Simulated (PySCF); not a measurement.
**Electric field gradients and quadrupole coupling constants**

Species: C6H13NS.
Numbering: `[CH3:1][C:2](=[S:3])[NH:4][C:5]([CH3:6])([CH3:7])[CH3:8]` (hydrogens: H9, H10, H11 on C1; H12 on N4; H13, H14, H15 on C6; H16, H17, H18 on C7; H19, H20, H21 on C8)

Structure used (GFN2-xTB), in Å, numbered top down from 1:
```xyz
21
C6H13NS angstrom
C      2.878    0.203   -0.726
C      1.702   -0.243    0.095
S      1.925   -1.289    1.342
N      0.526    0.262   -0.295
C     -0.810    0.017    0.251
C     -0.865    0.447    1.719
C     -1.778    0.869   -0.573
C     -1.170   -1.463    0.108
H      2.889   -0.336   -1.674
H      3.800   -0.019   -0.197
H      2.831    1.271   -0.939
H      0.550    0.885   -1.090
H     -0.187   -0.158    2.313
H     -0.580    1.491    1.819
H     -1.873    0.320    2.102
H     -2.793    0.723   -0.217
H     -1.533    1.926   -0.480
H     -1.742    0.589   -1.624
H     -0.478   -2.075    0.678
H     -1.124   -1.766   -0.936
H     -2.176   -1.637    0.479
```

Field gradients from the PBE0/pcSseg-1 density (PySCF, non-relativistic), principal values in atomic units, ordered |Vxx| ≤ |Vyy| ≤ |Vzz|:

| atom | Vxx | Vyy | Vzz |
| --- | --- | --- | --- |
| S3 | 0.5260 | 1.9006 | -2.4266 |
| N4 | 0.4041 | 0.4264 | -0.8305 |

Question: Find the asymmetry η = (Vxx − Vyy)/Vzz and the couplings χ = eQV/h (234.96 MHz × Q in barn × V in au), with Q(33S) = −0.0678 b, Q(14N) = 0.02044 b.

Answer: 
```
atom                              environment  nucleus     η  χzz (MHz)  χxx (MHz)  χyy (MHz)
  S3                      thiocarbonyl sulfur      33S  0.57      38.66      -8.38     -30.28
  N4  nitrogen bound to a thiocarbonyl carbon      14N  0.03     -3.989      1.941      2.048
```

The gradient is axial or nearly so (η below 0.05) at N4. 

Question: What is Vzz at N4 in SI units (1 au = 9.71736 × 10²¹ V/m²)?

Answer: -0.8305 au = -8.070 × 10²¹ V/m².

Question: What couplings would deuterons (Q(2H) = 0.00286 b) have in place of the hydrogens, at this geometry?

Answer: 
```json
{"atom": "H9", "bonded to": "C1", "bond length (Å)": "1.091", "Vzz (au)": "0.3084", "η": "0.03", "χzz (kHz)": "207"}
{"atom": "H10", "bonded to": "C1", "bond length (Å)": "1.086", "Vzz (au)": "0.3105", "η": "0.03", "χzz (kHz)": "209"}
{"atom": "H11", "bonded to": "C1", "bond length (Å)": "1.090", "Vzz (au)": "0.3097", "η": "0.05", "χzz (kHz)": "208"}
{"atom": "H12", "bonded to": "N4", "bond length (Å)": "1.011", "Vzz (au)": "0.3956", "η": "0.20", "χzz (kHz)": "266"}
{"atom": "H13", "bonded to": "C6", "bond length (Å)": "1.086", "Vzz (au)": "0.3055", "η": "0.01", "χzz (kHz)": "205"}
{"atom": "H14", "bonded to": "C6", "bond length (Å)": "1.088", "Vzz (au)": "0.3158", "η": "0.03", "χzz (kHz)": "212"}
{"atom": "H15", "bonded to": "C6", "bond length (Å)": "1.086", "Vzz (au)": "0.3190", "η": "0.03", "χzz (kHz)": "214"}
{"atom": "H16", "bonded to": "C7", "bond length (Å)": "1.086", "Vzz (au)": "0.3165", "η": "0.02", "χzz (kHz)": "213"}
{"atom": "H17", "bonded to": "C7", "bond length (Å)": "1.089", "Vzz (au)": "0.3121", "η": "0.02", "χzz (kHz)": "210"}
{"atom": "H18", "bonded to": "C7", "bond length (Å)": "1.089", "Vzz (au)": "0.3120", "η": "0.02", "χzz (kHz)": "210"}
{"atom": "H19", "bonded to": "C8", "bond length (Å)": "1.086", "Vzz (au)": "0.3055", "η": "0.01", "χzz (kHz)": "205"}
{"atom": "H20", "bonded to": "C8", "bond length (Å)": "1.088", "Vzz (au)": "0.3159", "η": "0.03", "χzz (kHz)": "212"}
{"atom": "H21", "bonded to": "C8", "bond length (Å)": "1.086", "Vzz (au)": "0.3192", "η": "0.03", "χzz (kHz)": "215"}
```

Isolated species at its GFN2-xTB geometry (one conformer only). GFN2-xTB bond lengths can be off by several hundredths of an ångström, more for odd bonds, and the gradients follow them. These gradients aren't converged with respect to the basis.

The run behind these numbers computed NMR shieldings as well. Hardware: one thread, Arm Neoverse V1, shared host. Cost: 42 s wall.
